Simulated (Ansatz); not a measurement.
Reaction (hydrogenolysis of a C–C bond): `C[CH]1[GeH2][B]1F` + H₂ → `F[B]1[CH2][GeH2]1` + CH₄

Isolated molecules relaxed with PBE0-D4/def2-TZVP in Ansatz; ΔE leaves out vibrations. CCSD(T)/CBS is the MP2 limit (def2-TZVPP, def2-QZVPP) plus CCSD(T) − MP2 in def2-TZVPP, frozen cores. This one scheme is used for every species. Functionals use def2-TZVPP. HSE06 is defined as in plane-wave codes. For Ge outer-core shells are correlated without core-valence functions, which leaves a few kJ/mol of doubt a bond. Scalar relativity is left out up to krypton.

Is it downhill or uphill in electronic energy at CCSD(T)/CBS, and by how much? (Estimate.)

The calculation gave: Downhill: ΔE = -67.1 kJ/mol.

What do these levels give: PBE0-D4, r2SCAN0-D4, ωB97M-V, PBE-QIDH, revPBE, BLYP, r2SCAN0, HSE06, BHLYP, MP2/def2-SVP, SCS-MP2/def2-QZVPP, MP2/CBS(def2)? (Best estimate.)

Computed: PBE0-D4 -68.1, r2SCAN0-D4 -71.5, ωB97M-V -71.1, PBE-QIDH -70.4, revPBE -71.3, BLYP -74.9, r2SCAN0 -73.4, HSE06 -72.5, BHLYP -81.5, MP2/def2-SVP -62.7, SCS-MP2/def2-QZVPP -66.8, MP2/CBS(def2) -62.4 kJ/mol.

Largest T1 diagnostic among the species: 0.013.

Leaving LDA and LC-ωPBE aside and taking each functional with its dispersion term where it has one, the values, not all of them listed here, spread over 17.5 kJ/mol, from B97M-V to revPBE-D4. LDA lies +6.5 kJ/mol from PBE without D4. From r2SCAN to r2SCAN0 (25 % exact exchange), in def2-TZVPP and without D4, ΔE moves by −3.2 kJ/mol.
